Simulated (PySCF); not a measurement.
C₃H₈O₃Si, SMILES O=C(O)CCO[SiH3], GFN2-xTB optimised geometry.

```
15

O     -0.69    -2.21    -0.03
C     -0.04    -1.20     0.00
O      1.30    -1.20     0.00
C     -0.63     0.19     0.00
C      0.22     1.21     0.76
O      0.22     0.99     2.13
Si     0.91    -0.17     3.03
H      1.63    -2.11     0.00
H     -0.72     0.51    -1.04
H     -1.63     0.14     0.43
H     -0.20     2.21     0.60
H      1.25     1.20     0.37
H      2.34    -0.30     2.73
H      0.64     0.39     4.34
H      0.28    -1.48     2.83
```

Density from PBE/def2-TZVP in PySCF 2.14.0 at that geometry.

Minimum of the electron density along straight lines between bonded atoms, close to the bond critical point (lines longer than 1.1 times the sum of covalent radii, or with two minima, are not listed):

```json
[
 {"bond": "O1–C2", "length / Å": "1.200", "ρ at the minimum / e bohr⁻³": "0.435", "∇²ρ there / e bohr⁻⁵": "-0.22", "position (fraction from the first atom)": "0.66"},
 {"bond": "C2–O3", "length / Å": "1.339", "ρ at the minimum / e bohr⁻³": "___", "∇²ρ there / e bohr⁻⁵": "-0.65", "position (fraction from the first atom)": "0.35"},
 {"bond": "C2–C4", "length / Å": "1.509", "ρ at the minimum / e bohr⁻³": "0.257", "∇²ρ there / e bohr⁻⁵": "-0.65", "position (fraction from the first atom)": "0.52"},
 {"bond": "C4–C5", "length / Å": "1.530", "ρ at the minimum / e bohr⁻³": "0.245", "∇²ρ there / e bohr⁻⁵": "-0.59", "position (fraction from the first atom)": "0.50"},
 {"bond": "C5–O6", "length / Å": "1.391", "ρ at the minimum / e bohr⁻³": "0.267", "∇²ρ there / e bohr⁻⁵": "___", "position (fraction from the first atom)": "0.35"},
 {"bond": "O6–Si7", "length / Å": "1.621", "ρ at the minimum / e bohr⁻³": "0.142", "∇²ρ there / e bohr⁻⁵": "0.92", "position (fraction from the first atom)": "0.59"},
 {"bond": "O3–H8", "length / Å": "0.970", "ρ at the minimum / e bohr⁻³": "0.352", "∇²ρ there / e bohr⁻⁵": "___", "position (fraction from the first atom)": "0.80"},
 {"bond": "C4–H9", "length / Å": "1.092", "ρ at the minimum / e bohr⁻³": "0.273", "∇²ρ there / e bohr⁻⁵": "-0.91", "position (fraction from the first atom)": "0.64"},
 {"bond": "C4–H10", "length / Å": "1.091", "ρ at the minimum / e bohr⁻³": "0.279", "∇²ρ there / e bohr⁻⁵": "-0.95", "position (fraction from the first atom)": "0.65"},
 {"bond": "C5–H11", "length / Å": "1.096", "ρ at the minimum / e bohr⁻³": "0.283", "∇²ρ there / e bohr⁻⁵": "-0.98", "position (fraction from the first atom)": "0.65"},
 {"bond": "C5–H12", "length / Å": "1.096", "ρ at the minimum / e bohr⁻³": "0.283", "∇²ρ there / e bohr⁻⁵": "-0.98", "position (fraction from the first atom)": "0.65"},
 {"bond": "Si7–H13", "length / Å": "1.466", "ρ at the minimum / e bohr⁻³": "0.125", "∇²ρ there / e bohr⁻⁵": "0.16", "position (fraction from the first atom)": "0.50"},
 {"bond": "Si7–H14", "length / Å": "1.453", "ρ at the minimum / e bohr⁻³": "0.128", "∇²ρ there / e bohr⁻⁵": "0.17", "position (fraction from the first atom)": "0.50"},
 {"bond": "Si7–H15", "length / Å": "1.466", "ρ at the minimum / e bohr⁻³": "0.126", "∇²ρ there / e bohr⁻⁵": "0.16", "position (fraction from the first atom)": "0.50"}
]
```

Problem. Some entries are withheld; supply them.

Solution. 
- C2–O3, ρ at the minimum / e bohr⁻³: 0.310
- C5–O6, ∇²ρ there / e bohr⁻⁵: -0.53
- O3–H8, ∇²ρ there / e bohr⁻⁵: -2.38
